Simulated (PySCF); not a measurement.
**Computed vibrations of [Hg(NH3)3]2+**

[Hg(NH3)3]2+ (singlet). PySCF 2.14.0, RKS PBE0, Hg def2-SVP with ECP60, N def2-SVP, H def2-SVP; non-relativistic Hamiltonian with scalar-relativistic core potentials where named; density fitting; no spin-orbit coupling. Central differences of gradients.

```xyz
13

Hg    0.0000    0.0000    0.0000
N     2.2506    0.0023    0.0000
H     2.6427   -0.4736    0.8215
H     2.6427   -0.4736   -0.8215
H     2.6498    0.9480    0.0000
N    -1.1273    1.9479    0.0000
H    -0.9112    2.5254    0.8215
H    -0.9112    2.5254   -0.8215
H    -2.1458    1.8208    0.0000
N    -1.1233   -1.9503    0.0000
H    -1.7315   -2.0518    0.8215
H    -1.7315   -2.0518   -0.8215
H    -0.5039   -2.7687    0.0000
```

Run from Python with OMP_NUM_THREADS=2. Where DIIS fails, smearing, a level shift and second-order steps follow.
It took 67 s on 2 threads of Arm Neoverse V2, with other jobs on the host.

Problem. What are the harmonic wavenumbers and infrared intensities?

Solution. Modes are labelled in C3h; negative numbers are unstable modes, those under 60 cm⁻¹ near the noise; a finer grid moves soft modes by up to 10 cm⁻¹.
```tsv
cm⁻¹	km/mol	symmetry
-42	–	e''
-42	–	e''
-27	–	a''
36	5.6	e'
36	5.6	e'
108	36.5	a''
365	10.2	e'
365	10.2	e'
379	0.0	a'
694	0.0	a'
699	0.0	e''
699	0.0	e''
731	101.4	e'
731	101.4	e'
738	133.8	a''
1319	110.3	e'
1319	110.3	e'
1325	0.0	a'
1619	47.0	e'
1619	47.0	e'
1621	115.4	a''
1622	0.0	a'
1624	0.0	e''
1624	0.0	e''
3447	204.5	e'
3447	204.5	e'
3454	0.0	a'
3551	0.0	e''
3551	0.0	e''
3552	413.6	a''
3556	0.0	a'
3557	204.4	e'
3557	204.4	e'
```

Problem. Is this a minimum?

Solution. Probably not: 3 unstable, though so soft as to be near the noise; the lowest moves the atoms so:
```
Hg   0.00  0.00  0.00
N    0.00  0.00 -0.01
H    0.00  0.40  0.22
H    0.00 -0.40  0.22
H    0.00  0.00 -0.46
N    0.00  0.00  0.03
H    0.10  0.05 -0.03
H   -0.10 -0.05 -0.03
H    0.00  0.00  0.17
N    0.00  0.00 -0.02
H   -0.25  0.13 -0.19
H    0.25 -0.13 -0.19
H    0.00  0.00  0.30
```
